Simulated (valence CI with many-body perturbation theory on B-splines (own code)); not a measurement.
## Hf51+: magnetic and hyperfine properties of the levels

Computed by relativistic CI+MBPT: three valence electrons over a frozen Dirac-Fock core [Ar], radial functions for each j: 9 s, 9 p, 10 d, 8 f, 5 g, 3 h, 1 i, with the one-electron correlation potential Σ1, the two-electron term Σ2, the three-electron term Σ3, Breit, model QED; selected CI, second order for the rest (own B-spline code, finite nucleus).

The last digits are not significant, and no measured levels were compared; by estimate large intervals hold to a few tenths of a per cent, small ones and those within an open d or f shell to about a per cent. The list stops below the first excitations out of the core. Only levels of the ground parity were solved; by the run's estimate the other parity begins above the list, which can be wrong where configurations are misplaced.

A/g_I is the dipole constant over the nuclear g factor μ/I (μ in nuclear magnetons, uniformly magnetised nucleus), B/Q the quadrupole constant per barn. Both hold the static response of the core; the bare values leave it out. Large factors of s and p1/2 electrons are usually good to 5 to 10 %; those of open d and f shells near neutrality can be off by tens of per cent, and small factors of p3/2, d and f electrons come from cancelling terms and can be off by a factor of two or in sign, in half-filled shells by more. B is blank for J = 1/2, where it vanishes, and for nearly pure S terms. Energies count from the lowest level.

Levels are named by their leading jj configuration (3d3/2^4 stands for four electrons in 3d with j = 3/2), which in mixed levels can hold well under half, so a name can repeat and another be missing. Letters in brackets count levels of one name in rising energy.

```csv
Level,E (cm⁻¹),g,A/g_I (MHz),A/g_I bare,B/Q (MHz/b),B/Q bare
(3d3/2^3) J=3/2,0,0.714,97100,96400,-57800,-58500
(3d3/2^2 3d5/2) J=5/2 [a],458710,1.051,55200,55400,-30500,-30900
(3d3/2^2 3d5/2) J=3/2,508520,1.171,44300,44900,-11900,-12000
(3d3/2^2 3d5/2) J=7/2,536790,1.038,60200,60400,24300,24600
(3d3/2^2 3d5/2) J=9/2,537200,1.035,62100,62300,68500,69200
(3d3/2^2 3d5/2) J=1/2,549970,1.810,-42900,-40700,,
(3d3/2^2 3d5/2) J=5/2 [b],729510,1.247,36200,36900,101000,102000
(3d3/2 3d5/2^2) J=7/2 [a],986070,1.113,44900,45300,-6170,-6260
(3d3/2 3d5/2^2) J=9/2,1021300,1.130,46900,47300,20300,20400
(3d3/2 3d5/2^2) J=3/2 [a],1062000,1.109,53200,53500,-59200,-59900
(3d3/2 3d5/2^2) J=1/2,1084800,1.506,-18400,-16900,,
(3d3/2 3d5/2^2) J=11/2,1096000,1.080,53000,53300,125000,127000
(3d3/2 3d5/2^2) J=5/2 [a],1099000,1.280,17100,18000,70500,71300
(3d3/2 3d5/2^2) J=5/2 [b],1164600,1.095,55500,55800,-22900,-23200
(3d3/2 3d5/2^2) J=7/2 [b],1170100,1.086,54400,54700,24400,24700
(3d3/2 3d5/2^2) J=3/2 [b],1323900,0.895,85900,85700,78300,79200
(3d5/2^3) J=9/2,1547600,1.156,38300,38900,9840,9960
(3d5/2^3) J=3/2,1658300,1.122,41100,41500,6800,6860
(3d5/2^3) J=5/2,1737500,1.160,38500,39000,9590,9700
```

Take the isotope of mass number 177, with I = 7/2, μ = 0.791 μN and Q = 3.37 b. What is the hyperfine structure of (3d3/2^2 3d5/2) J=1/2?

From the table A = -9700 MHz. Shifts from the centre of gravity in MHz: F = 3: 21800, F = 4: -17000.
